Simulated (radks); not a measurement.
Spherical quantum dot in the effective-mass picture: electrons in a hard-walled sphere of radius 1.84, with a point charge +2 (a donor) at the centre, all in effective atomic units (hartree* = m*/eps^2 hartree, bohr* = eps/m* bohr), one dielectric constant everywhere. Method: non-relativistic Kohn-Sham, LDA (Slater exchange, Perdew-Wang correlation), spin-polarised, spherical densities; computed with a radial shooting solver with Libxc functionals. Levels are named by radial order and angular momentum (1s, 1p, 1d, 2s, ...), and open shells are averaged over m. Results are scaled to m* = 0.067 and eps = 5.7, for which hartree* = 56.11 meV and bohr* = 4.502 nm.

N = 9, configuration 1s2 1p6 2s(up 1, down 0). This is the lowest configuration that the search found. Occupied and some empty levels:

| level | occupation | eigenvalue (meV) | <r> (nm) |
|---|---|---|---|
| 1s up | 1 | 328.48 | 3.779 |
| 1s down | 1 | 333.51 | 3.861 |
| 1p up | 3 | 426.53 | 5.033 |
| 1p down | 3 | 428.43 | 5.036 |
| 2s up | 1 | 522.11 | 4.024 |
| 1d up | 0 | 528.64 | 5.484 |
| 1d down | 0 | 530.44 | 5.482 |
| 2s down | 0 | 530.89 | 3.993 |
| 1f up | 0 | 652.18 | 5.776 |
| 1f down | 0 | 654.09 | 5.774 |
| 2p up | 0 | 742.11 | 4.321 |
| 2p down | 0 | 746.18 | 4.338 |
| 1g up | 0 | 797.45 | 5.993 |
| 1g down | 0 | 799.49 | 5.991 |

Energy (meV): total 1902.90, kinetic 1544.2, external -1245.3, Hartree 1956.5, exchange-correlation -352.52.
